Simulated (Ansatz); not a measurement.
Consider the substitution at a C–Si bond: `O[Si](O)(F)C[SiH2]Cl` + HI → `Cl[SiH2]CI` + `O[SiH](O)F`.

Program: Ansatz. Geometries: PBE0-D4/def2-TZVP. ΔE: electronic, gas phase. CBS: MP2 limit from def2 TZ/QZ plus the TZ coupled-cluster correction, frozen cores. This one scheme is used for every species. DFT in def2-TZVPP. def2 core potentials past Kr. For I outer-core shells are correlated without core-valence functions, which leaves a few kJ/mol of doubt a bond. One conformer a species, not always the lowest.

```csv
level,ΔE (eV)
PBE,0.72
CCSD(T)/def2-TZVPP,0.76
```

Problem. What does CCSD(T)/CBS give? (An estimate is asked.)

Solution. Ansatz gave: +0.70 eV. The listed levels differ from it by 0.02, 0.06 eV.

Largest T1 diagnostic among the species: 0.011.

The D4 term adds +0.08 eV with B3LYP and +0.05 eV with PBE0; it sums over pairs of atoms, weighted by their polarisabilities, and B3LYP, whose exchange is more repulsive, gets the larger term. From PBE to PBE0 (25 % exact exchange), in def2-TZVPP and without D4, ΔE moves by +0.05 eV.

B3LYP here is the variant with VWN-RPA as its local correlation; programs differ in this.
